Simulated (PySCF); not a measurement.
CH₅O₃Sb, SMILES C[O][Sb]([OH])[OH]. Coordinates come from a PBE-D3(BJ)/def2-SVP optimisation. The structure was generated by enumeration; whether it is a known compound was not checked. The def2 effective core potentials stand for the cores of Sb; spin–orbit coupling is left out. The values are those of a single conformer.

Problem. Give the equilibrium geometry at PBE-D3(BJ)/def2-SVP (PySCF confirms it by a frequency run) as Cartesian coordinates in Å. (Estimate from the structure and the level; the computed values follow.)

Solution. One answer among several that fit: 
```xyz
10

Sb    -0.0914     0.1722     0.5817
O     -0.0007     1.7334    -0.6678
H     -0.5745     1.4879    -1.4257
O     -1.7285    -0.4473    -0.4398
H     -1.8787    -1.4049    -0.3128
O      1.2127    -1.0856    -0.3018
C      1.2436    -1.1532    -1.7180
H      1.6308    -0.2135    -2.1756
H      1.9182    -1.9850    -2.0127
H      0.2371    -1.3508    -2.1557
```
